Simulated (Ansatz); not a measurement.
Two structures of SiN$_{2}$H$_{8}$Cl$_{2}$, singlet, reached by relaxing down either side of one saddle point (PBE0-D4/def2-TZVP). Energies are electronic, without zero-point energy. Computed with Ansatz 0.2.0 (basis: def2-TZVPP and def2-QZVPP); correlated methods freeze the cores. Extrapolation: Hartree–Fock as exp(−7.88 √X), correlation as X^−2.97. First:

```
13
angstrom
Si -0.4491 1.0554 1.0913
H -1.0525 -0.1470 1.6866
Cl -1.9668 0.9732 -0.5977
Cl 1.2189 1.0498 2.5473
H -0.7845 2.4632 1.3459
H 0.6697 -0.2604 -0.5824
N 0.8162 0.7404 -0.2564
H -0.0217 -2.5173 -0.2825
N -0.0374 -1.8162 -1.0137
H 0.6293 1.3420 -1.0543
H 1.7603 0.8726 0.0969
H 0.2121 -2.2739 -1.8818
H -0.9945 -1.4819 -1.0992
```

Second:

```json
{"atom": "Si1", "x (Å)": "-0.3321", "y (Å)": "1.7939", "z (Å)": "0.7677"}
{"atom": "H2", "x (Å)": "-0.1363", "y (Å)": "-1.9254", "z (Å)": "1.8259"}
{"atom": "Cl3", "x (Å)": "-2.1214", "y (Å)": "0.8093", "z (Å)": "0.5589"}
{"atom": "Cl4", "x (Å)": "0.4811", "y (Å)": "1.1042", "z (Å)": "2.5367"}
{"atom": "H5", "x (Å)": "-0.5726", "y (Å)": "3.2327", "z (Å)": "0.9754"}
{"atom": "H6", "x (Å)": "0.1906", "y (Å)": "-1.6366", "z (Å)": "-2.4298"}
{"atom": "N7", "x (Å)": "0.5776", "y (Å)": "1.5024", "z (Å)": "-0.6132"}
{"atom": "H8", "x (Å)": "-0.2243", "y (Å)": "-2.6561", "z (Å)": "1.6965"}
{"atom": "N9", "x (Å)": "0.1846", "y (Å)": "-1.3581", "z (Å)": "-1.4563"}
{"atom": "H10", "x (Å)": "1.4150", "y (Å)": "2.0339", "z (Å)": "-0.7891"}
{"atom": "H11", "x (Å)": "0.6069", "y (Å)": "0.5560", "z (Å)": "-1.0029"}
{"atom": "H12", "x (Å)": "0.7065", "y (Å)": "-2.0528", "z (Å)": "-0.9363"}
{"atom": "H13", "x (Å)": "-0.7755", "y (Å)": "-1.4036", "z (Å)": "-1.1337"}
```

(1) Which bonds change from the first to the second?

(2) Give the saddle point's structure and its height above each. (An estimate is asked for; the value comes from the calculation.)

No T1 diagnostic of these runs exceeds 0.010.

Answers

(1) SiH₂Cl₂ ([Cl][SiH2][Cl]) + NH₃ + NH₃ → SiNH₃Cl₂ ([NH2][SiH]([Cl])[Cl]) + NH₃ + H₂; bonds formed: H2–H8, H6–N9; dative contacts that become bonds: Si1–N7; bonds broken: Si1–H2, H6–N7, H8–N9.

(2) The calculation gives: 29.34 kcal/mol above the first and 35.34 kcal/mol above the second (CCSD(T) at an estimated basis limit (MP2 extrapolated from triple and quadruple zeta, plus CCSD(T) − MP2 in triple zeta)).
```tsv
atom	x (Å)	y (Å)	z (Å)
Si1	-0.2724	1.0387	0.8593
H2	-0.0255	-0.6082	1.0490
Cl3	-2.2242	0.4732	0.1358
Cl4	0.0042	1.0784	2.9405
H5	-0.5780	2.4892	0.7040
H6	0.1701	-0.8416	-1.5668
N7	1.0654	0.9735	-0.2635
H8	-0.1164	-1.1335	0.1333
N9	-0.2446	-1.5896	-1.0112
H10	1.4151	1.8732	-0.5619
H11	1.8364	0.3602	-0.0384
H12	0.2110	-2.4779	-1.1816
H13	-1.2412	-1.6356	-1.1984
```

Labels in which every atom is bracketed show which atoms are joined, not bond orders.

For scale, one of the runs: CCSD(T)/def2-TZVPP, 300 basis functions, launched by `ansatz run in.yaml --threads 8 --pin off --events-out ev --progress --plain --max-ram 19148MiB`. Time: 4 min of wall clock on 8 CPU threads of an Intel Xeon; the host was shared. Peak host memory: 9.9 GiB.
